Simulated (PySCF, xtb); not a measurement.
BClH4Si, SMILES [SiH3]BCl.

Coordinates come from a B3LYP-D3(BJ)/def2-TZVP optimisation.

Computed with IEF-PCM-M06-2X/def2-SVP in PySCF.

The values are the electrostatic part of the solvation free energy, E(continuum) − E(gas) at the gas-phase geometry, in a cavity of scaled van der Waals radii (PySCF's table); cavitation and dispersion terms are not included. In vacuum the orbital gap is 7.94 eV. The dipole moment in vacuum is 0.41 D.

Computed values in water (ε = 78.36), chloroform (ε = 4.71), ethylethanoate (ε = 5.99):
| solvent | ε | ΔG(elec) (kcal/mol) | dipole (D) | gap (eV) |
|---|---|---|---|---|
| water | 78.36 | -0.7 | 0.58 | 8.02 |
| chloroform | 4.71 | -0.5 | 0.53 | 7.99 |
| ethylethanoate | 5.99 | -0.5 | 0.54 | 8.00 |

For comparison, GFN2-xTB/ALPB(water) (xtb, at the GFN2-xTB geometry, all terms of that model) gives -0.5 kcal/mol.
